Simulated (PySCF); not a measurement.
Simulation results for AlBH$_{3}$O$_{2}$, BH$_{4}$O$_{2}$Si, BFH$_{3}$OSi, BClH$_{2}$OSi and others

All values are calculated (PySCF 2.14.0). Calculation on a computer-drawn molecule: the log of a Hartree-Fock and frozen-core CCSD(T) single point meant for a local Hartree-Fock minimum, with one planted fault or none, to be diagnosed. Offsets are logged minus clean, where the clean run is the same molecule without the fault. The reference is restricted for singlets and unrestricted otherwise, and also for a bond in bohr or an excited solution. Adding or removing an electron swaps singlet and doublet. The excited solution moves the top pair (singlet) or top alpha electron (doublet) to the lowest empty orbital. Highest occupied and lowest empty are orbital energies over both spins, largest force is the largest gradient component, triples share is (T) over the correlation energy, the T1 limit is 0.02 restricted and 0.045 unrestricted, electrons count all cores, a negative frequency is imaginary (commonest isotopes), and the dipole is about the centre of nuclear charge.

Common to all runs: meant basis cc-pV(D+d)Z; logged SCF converged yes; possible faults no fault, one electron removed, one electron added, multiplicity raised by two, geometry at a saddle point, SCF held on an excited solution, minimal basis STO-3G, one bond length entered in bohr, all coordinates scaled.

(1) AlBH$_{3}$O$_{2}$

Logged structure:
```xyz
7
AlBH3O2
O     -1.8366     1.3037    -0.5956
B     -1.8873    -0.0393    -0.8094
O     -0.9531    -1.6095     0.9506
Al    -0.4209    -2.0832     2.4905
H     -2.2015     1.8068    -1.3060
H     -2.3680    -0.4769    -1.8250
H      1.0529    -2.6803     2.5735
```

```
meant charge                      : 0
meant multiplicity                : 2
logged electrons                  : 37
logged basis functions            : 80
logged spin squared               : 1.4929
logged highest occupied           : -8.0142 eV
logged lowest empty               : 0.5859 eV
logged largest force              : 0.027823 hartree/bohr
logged dipole magnitude           : 2.1406 debye
logged SCF stable within its kind : no
logged energy HF                  : -417.99731 hartree
planted fault                     : one bond length entered in bohr, row 2 of the drawn bonds
HF energy offset from clean run   : 135 kcal/mol
```

Drawn bonds:
```tsv
atom	other atom	order
1	2	1
2	3	1
3	4	1
1	5	1
2	6	1
4	7	1
```

Notes: coupled-cluster numbers left out as unreliable.

(2) BH$_{4}$O$_{2}$Si

Logged structure:
```xyz
8
BH4O2Si
O      0.8370    -1.2611     1.9799
B      0.8126    -1.0805     0.6750
Si     2.7126    -0.6203    -0.0284
O      3.0594    -0.3385    -1.5425
H      0.0157    -1.4780     2.4105
H     -0.1185    -1.1526    -0.0609
H      3.9169    -0.5093     0.7911
H      2.4946    -0.3364    -2.3077
```

```
meant charge                         : 1
meant multiplicity                   : 1
logged electrons                     : 38
logged basis functions               : 28
logged spin squared                  : 0
logged highest occupied              : -15.177 eV
logged lowest empty                  : -1.6415 eV
logged largest force                 : 0.039336 hartree/bohr
logged T1 diagnostic                 : 0.028724
logged D1 diagnostic                 : 0.1113
logged triples share                 : 0.046082
logged CC converged                  : yes
logged dipole magnitude              : 1.4576 debye
logged SCF stable within its kind    : yes
logged energy HF                     : -459.85213 hartree
logged energy CCSD(T)                : -460.06779 hartree
planted fault                        : minimal basis STO-3G
HF energy offset from clean run      : 3540 kcal/mol
CCSD(T) energy offset from clean run : 3768 kcal/mol
```

Drawn bonds:
```tsv
atom	other atom	order
1	2	1
2	3	1
3	4	1
1	5	1
2	6	1
3	7	1
4	8	1
```

Notes: T1 above single-reference limit.

(3) BH$_{4}$O$_{2}$Si

Logged structure:
```xyz
8
BH4O2Si
O      0.7692    -1.1590     1.8195
B      0.7468    -0.9930     0.6203
Si     2.4929    -0.5701    -0.0261
O      2.8116    -0.3111    -1.4176
H      0.0144    -1.3583     2.2153
H     -0.1089    -1.0592    -0.0560
H      3.5997    -0.4680     0.7270
H      2.2926    -0.3091    -2.1208
```

```
meant charge                         : 1
meant multiplicity                   : 1
logged electrons                     : 38
logged basis functions               : 85
logged spin squared                  : 0
logged highest occupied              : -17.183 eV
logged lowest empty                  : -4.8268 eV
logged largest force                 : 0.10915 hartree/bohr
logged T1 diagnostic                 : 0.014936
logged D1 diagnostic                 : 0.051623
logged triples share                 : 0.022283
logged CC converged                  : yes
logged dipole magnitude              : 1.4746 debye
logged SCF stable within its kind    : yes
logged energy HF                     : -465.42481 hartree
logged energy CCSD(T)                : -465.9877 hartree
planted fault                        : all coordinates scaled, by -8.1 %
HF energy offset from clean run      : 43.12 kcal/mol
CCSD(T) energy offset from clean run : 53 kcal/mol
```

Drawn bonds:
```tsv
atom	other atom	order
1	2	1
2	3	1
3	4	1
1	5	1
2	6	1
3	7	1
4	8	1
```

(4) BFH$_{3}$OSi

Logged structure:
```xyz
7
BFH3OSi
O      2.1080     0.6755    -0.3302
B      1.7922     0.4881     0.9639
Si     0.0360    -0.4013     1.4782
F     -0.8765    -0.4959     0.1222
H      1.4342     0.4194    -0.9447
H      2.6098     0.8107     1.7806
H     -0.7865     0.2585     2.5174
```

```
meant charge                         : 0
meant multiplicity                   : 2
logged electrons                     : 39
logged basis functions               : 80
logged spin squared                  : 3.766
logged highest occupied              : -5.9323 eV
logged lowest empty                  : -1.9961 eV
logged largest force                 : 0.036365 hartree/bohr
logged T1 diagnostic                 : 0.023715
logged D1 diagnostic                 : 0.12425
logged triples share                 : 0.024316
logged CC converged                  : yes
logged dipole magnitude              : 1.6914 debye
logged SCF stable within its kind    : yes
logged energy HF                     : -489.54406 hartree
logged energy CCSD(T)                : -490.11786 hartree
planted fault                        : multiplicity raised by two
HF energy offset from clean run      : 117.7 kcal/mol
CCSD(T) energy offset from clean run : 121.2 kcal/mol
```

Drawn bonds:
```tsv
atom	other atom	order
1	2	1
2	3	1
3	4	1
1	5	1
2	6	1
3	7	1
```

(5) BFH$_{3}$OSi

Structure as in entry 4.

```
meant charge                         : 0
meant multiplicity                   : 2
logged electrons                     : 39
logged basis functions               : 27
logged spin squared                  : 0.7564
logged highest occupied              : -5.8669 eV
logged lowest empty                  : 5.7895 eV
logged largest force                 : 0.042293 hartree/bohr
logged T1 diagnostic                 : 0.020561
logged D1 diagnostic                 : 0.089295
logged triples share                 : 0.037056
logged CC converged                  : yes
logged dipole magnitude              : 0.85076 debye
logged SCF stable within its kind    : yes
logged energy HF                     : -483.60065 hartree
logged energy CCSD(T)                : -483.76577 hartree
planted fault                        : minimal basis STO-3G
HF energy offset from clean run      : 3847 kcal/mol
CCSD(T) energy offset from clean run : 4107 kcal/mol
```

Drawn bonds:
```tsv
atom	other atom	order
1	2	1
2	3	1
3	4	1
1	5	1
2	6	1
3	7	1
```

(6) BClH$_{2}$OSi

Logged structure:
```xyz
6
BClH2OSi
O     -0.8958     1.6859    -1.6731
B     -0.9708     0.3414    -1.5847
Si     0.2061    -1.0776    -2.5495
Cl    -1.1669    -1.3499    -4.1433
H     -0.2392     2.0274    -2.2601
H     -1.8202    -0.0766    -0.8349
```

```
meant charge                         : 0
meant multiplicity                   : 1
logged electrons                     : 45
logged basis functions               : 84
logged spin squared                  : 0.783
logged highest occupied              : -16.635 eV
logged lowest empty                  : -6.8065 eV
logged largest force                 : 0.062421 hartree/bohr
logged T1 diagnostic                 : 0.026876
logged D1 diagnostic                 : 0.1089
logged triples share                 : 0.032882
logged CC converged                  : yes
logged dipole magnitude              : 4.5152 debye
logged SCF stable within its kind    : yes
logged energy HF                     : -848.90403 hartree
logged energy CCSD(T)                : -849.42715 hartree
planted fault                        : one electron removed
HF energy offset from clean run      : 178.3 kcal/mol
CCSD(T) energy offset from clean run : 188.4 kcal/mol
```

Drawn bonds:
```tsv
atom	other atom	order
1	2	1
2	3	1
3	4	1
1	5	1
2	6	1
```

(7) BClH$_{2}$OSi

Structure as in entry 6.

```
meant charge                         : 0
meant multiplicity                   : 1
logged electrons                     : 46
logged basis functions               : 30
logged spin squared                  : 0
logged highest occupied              : -6.3244 eV
logged lowest empty                  : 4.82 eV
logged largest force                 : 0.042214 hartree/bohr
logged T1 diagnostic                 : 0.018465
logged D1 diagnostic                 : 0.075954
logged triples share                 : 0.032692
logged CC converged                  : yes
logged dipole magnitude              : 3.5783 debye
logged SCF stable within its kind    : yes
logged energy HF                     : -839.59909 hartree
logged energy CCSD(T)                : -839.74681 hartree
planted fault                        : minimal basis STO-3G
HF energy offset from clean run      : 6017 kcal/mol
CCSD(T) energy offset from clean run : 6263 kcal/mol
```

Drawn bonds:
```tsv
atom	other atom	order
1	2	1
2	3	1
3	4	1
1	5	1
2	6	1
```

(8) CH$_{8}$OSi$_{2}$

Logged structure:
```xyz
12
CH8OSi2
O     -3.5096    -0.3604    -0.1608
C     -2.1260     0.0188    -0.1664
Si    -1.6506     0.7352     1.5290
Si    -1.0756    -1.3986    -0.8745
H     -3.6362    -1.0788     0.4423
H     -2.0564     0.8442    -0.8823
H     -0.2179     1.1157     1.5575
H     -1.8993    -0.2955     2.5684
H     -2.4830     1.9209     1.8302
H      0.3639    -1.0442    -0.8649
H     -1.2831    -2.6076    -0.0380
H     -1.5006    -1.7028    -2.2588
```

```
meant charge                      : 0
meant multiplicity                : 1
logged electrons                  : 50
logged basis functions            : 114
logged spin squared               : 0
logged highest occupied           : -1.828 eV
logged lowest empty               : -4.9828 eV
logged largest force              : 0.23041 hartree/bohr
logged CC converged               : no
logged dipole magnitude           : 4.9249 debye
logged SCF stable within its kind : no
logged energy HF                  : -694.57182 hartree
planted fault                     : SCF held on an excited solution
HF energy offset from clean run   : 418.4 kcal/mol
```

Drawn bonds:
```tsv
atom	other atom	order
1	2	1
2	3	1
2	4	1
1	5	1
2	6	1
3	7	1
3	8	1
3	9	1
4	10	1
4	11	1
4	12	1
```

Notes: CCSD not converged.

(9) CH$_{2}$BClO

Logged structure:
```xyz
6
CH2BClO
O     -1.1228     1.5171    -0.5786
C     -1.2422     1.4093    -1.9373
B     -0.9947     2.2903    -2.9837
Cl    -0.7224     3.2929    -4.3328
H     -0.8064     2.3754    -0.3437
H     -1.6050     0.4286    -2.2303
```

```
meant charge                      : 0
meant multiplicity                : 1
logged electrons                  : 39
logged basis functions            : 75
logged spin squared               : 0.8372
logged highest occupied           : 0.17057 eV
logged lowest empty               : 9.4503 eV
logged largest force              : 0.044881 hartree/bohr
logged T1 diagnostic              : 0.022297
logged D1 diagnostic              : 0.10404
logged triples share              : 0.029101
logged CC converged               : yes
logged dipole magnitude           : 2.0223 debye
logged SCF stable within its kind : yes
logged energy HF                  : -597.99846 hartree
logged energy CCSD(T)             : -598.58746 hartree
```

Drawn bonds:
```tsv
atom	other atom	order
1	2	1
2	3	2
3	4	1
1	5	1
2	6	1
```

Notes: highest electron not bound in this basis.

(10) CH$_{2}$BClO

Structure as in entry 9.

```
meant charge                      : 0
meant multiplicity                : 1
logged electrons                  : 38
logged basis functions            : 26
logged spin squared               : 0
logged highest occupied           : -6.2323 eV
logged lowest empty               : 6.0286 eV
logged largest force              : 0.072771 hartree/bohr
logged T1 diagnostic              : 0.012242
logged D1 diagnostic              : 0.045177
logged triples share              : 0.021463
logged CC converged               : yes
logged dipole magnitude           : 0.62251 debye
logged SCF stable within its kind : yes
logged energy HF                  : -591.27805 hartree
logged energy CCSD(T)             : -591.46042 hartree
```

Drawn bonds:
```tsv
atom	other atom	order
1	2	1
2	3	2
3	4	1
1	5	1
2	6	1
```

## Withheld values
1. Give the missing planted fault for CH$_{2}$BClO (entry 9).
2. Which fault was planted in the run of CH$_{2}$BClO (entry 10)?

Calculated values
1. one electron added
2. minimal basis STO-3G

Further results for CH$_{2}$BClO (entry 9):

```
HF energy offset from clean run      : 26.83 kcal/mol
CCSD(T) energy offset from clean run : 19.78 kcal/mol
```

Further results for CH$_{2}$BClO (entry 10):

```
HF energy offset from clean run      : 4244 kcal/mol
CCSD(T) energy offset from clean run : 4492 kcal/mol
```
